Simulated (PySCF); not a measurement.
A PySCF run on CuP

State: ³Σ⁻ (triplet), unpaired electrons π ↑↑.

An equivalent input (the run itself took its basis sets from the Basis Set Exchange, started from a PBE0 density and held the occupation σ 11α 11β, πx 5α 4β, πy 5α 4β, δx 1α 1β, δy 1α 1β):

```python
from pyscf import gto, dft, mp
mol = gto.M(atom='Cu 0 0 0; P 0 0 2.162', basis={'Cu': 'def2-TZVPP', 'P': 'def2-TZVPP'},
            charge=0, spin=2, verbose=4, symmetry='C2v')
mf = dft.UKS(mol, xc='0.53*HF + 0.47*B88, 0.73*LYP')
mf.grids.atom_grid = (80, 434)
mf.grids.prune = dft.gen_grid.treutler_prune
mf.irrep_nelec = {'A1': (12, 12), 'A2': (1, 1), 'B1': (5, 4), 'B2': (5, 4)}
mf.conv_tol = 1e-9
mf.max_cycle = 60
mf.diis_space = 10
mf.kernel()
pt = mp.MP2(mf, frozen=10).run()
e_total = mf.e_tot + 0.27*pt.e_corr
```

The log (some set-up lines and the per-cycle HOMO/LUMO lines removed):

```
******** <class 'pyscf.dft.uks_symm.SymAdaptedUKS'> ********
method = SymAdaptedUKS
damping factor = 0
level_shift factor = 0
DIIS = <class 'pyscf.scf.diis.CDIIS'>
diis_start_cycle = 1
diis_space = 10
diis_damp = 0
SCF conv_tol = 1e-09
SCF conv_tol_grad = None
SCF max_cycles = 60
number electrons alpha = 23  beta = 21
Set gradient conv threshold to 3.16228e-05
init E= -1981.21837049157
cycle= 1 E= -1981.2201772184  delta_E= -0.00181  |g|= 0.119  |ddm|= 0.131
cycle= 2 E= -1981.21094416443  delta_E= 0.00923  |g|= 0.273  |ddm|= 0.128
cycle= 3 E= -1981.22253766138  delta_E= -0.0116  |g|= 0.00521  |ddm|= 0.0724
cycle= 4 E= -1981.22256883636  delta_E= -3.12e-05  |g|= 0.00306  |ddm|= 0.011
cycle= 5 E= -1981.22257672919  delta_E= -7.89e-06  |g|= 0.000674  |ddm|= 0.0056
cycle= 6 E= -1981.22257735802  delta_E= -6.29e-07  |g|= 0.000398  |ddm|= 0.00173
cycle= 7 E= -1981.22257742001  delta_E= -6.2e-08  |g|= 7.19e-05  |ddm|= 0.000388
cycle= 8 E= -1981.22257742872  delta_E= -8.71e-09  |g|= 4.33e-05  |ddm|= 0.000152
cycle= 9 E= -1981.22257743275  delta_E= -4.03e-09  |g|= 2.03e-05  |ddm|= 0.000109
cycle= 10 E= -1981.22257743573  delta_E= -2.99e-09  |g|= 1.25e-05  |ddm|= 0.000136
cycle= 11 E= -1981.22257743675  delta_E= -1.01e-09  |g|= 2.56e-06  |ddm|= 0.000118
cycle= 12 E= -1981.22257743679  delta_E= -4.27e-11  |g|= 8.75e-07  |ddm|= 2.29e-05
Extra cycle  E= -1981.22257743679  delta_E= -3.64e-12  |g|= 6.17e-07  |ddm|= 2.42e-06
converged SCF energy = -1981.22257743679  <S^2> = 2.0162632  2S+1 = 3.0108226
```

Repeating this along the bond gives Re = 2.147 Å and ωe = 357 cm⁻¹.

A point of this curve took 5.5 CPU seconds beside 0.85 for the integrals, on Arm Neoverse V1 (shared host).

Correlated steps freeze 10 core orbitals. B2PLYP dipoles, levels and charges come from its SCF part alone. The state is the lowest single determinant that the PBE0 search found; with open d or f shells the true ground state can be another one.
